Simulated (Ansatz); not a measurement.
Species: ethenylboronic acid, C2H5BO2, charge 0, multiplicity 1. 
Structure (B3LYP-D3(BJ)/def2-TZVP (Ansatz, a program for electronic structure) minimum search):
```
C
C 1 1.3320
H 2 1.0840 1 122.68
H 1 1.0868 2 117.79 3 0.00
H 2 1.0871 3 114.96 1 180.00
B 1 1.5615 4 117.18 2 -180.00
O 6 1.3651 1 117.81 4 0.00
H 7 0.9641 6 112.53 1 180.00
O 6 1.3720 7 117.76 8 0.00
H 9 0.9609 6 114.41 7 180.00
```

Quantity: atomisation energy (electronic, to ground-state atoms), in kJ/mol. Correlated levels leave the core frozen unless marked. Open shells are spin-unrestricted. No spin-orbit coupling. Non-relativistic. The coupled-cluster limit lacks core correlation, which all-electron functionals hold. CBS(X,Y): correlation extrapolated as X^-3; Hartree-Fock from the larger set.

```csv
level,program,atomisation energy (kJ/mol)
PBE-D3(BJ)/def2-TZVPD,Ansatz + dftd3,4448.7
```

**Question.** Predict the CCSD(T)/CBS(aug-cc-pVTZ,aug-cc-pVQZ) result (Ansatz).

**Answer.** 4341.5 kJ/mol, so PBE-D3(BJ)/def2-TZVPD differs from it by 107.2 kJ/mol.
